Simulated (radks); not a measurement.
The numbers below are computed, except where a source is named.
Q: Neutral rubidium, [Kr] 5s1. Level of theory: non-relativistic Kohn-Sham, PBE, spin-polarised, spherical densities, point nucleus (a radial shooting solver on a logarithmic mesh with Libxc functionals). Every spin shell is full or empty, so the densities are truly spherical. Functionals are evaluated on that one density, not self-consistently. Rank these exchange functionals by their error against the exact value of the orbitals, and give that value: LDA, revPBE, RPBE, PW91, WC, SOGGA, B86b, EV93, TPSS, revTPSS, MS2, MVS.

A: Exact: -97.8067 hartree. From best to worst, with 100 (|E| - |E exact|)/|E exact| (equal figures are ties): PW91 +0.02, MVS +0.04, EV93 -0.05, B86b +0.06, TPSS -0.12, RPBE -0.17, revPBE -0.24, MS2 -0.44, revTPSS -0.82, WC -0.96, SOGGA -2.52, LDA -5.47.
